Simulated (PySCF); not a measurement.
Electron correlation in Ne (neon, neutral)

[Ne], closed-shell 1S. Computed with PySCF 2.14 in dyall-acv3z (15s9p4d2f, 76 functions), with the non-relativistic Hamiltonian (point nucleus). Frozen: nothing; 10 electrons correlated; the 5 highest virtual orbitals of each spin left out.

```csv
level,correlation energy (mhartree)
CCSD,-341.41
(T),-5.80
CCSD(T),-347.21
```

Diagnostics: T1 = 0.0064, D1 = 0.0113, largest double amplitude 0.019.

**Question.** Is a single reference adequate?

**Answer.** Yes: T1 lies below 0.03 and no double amplitude reaches 0.07.
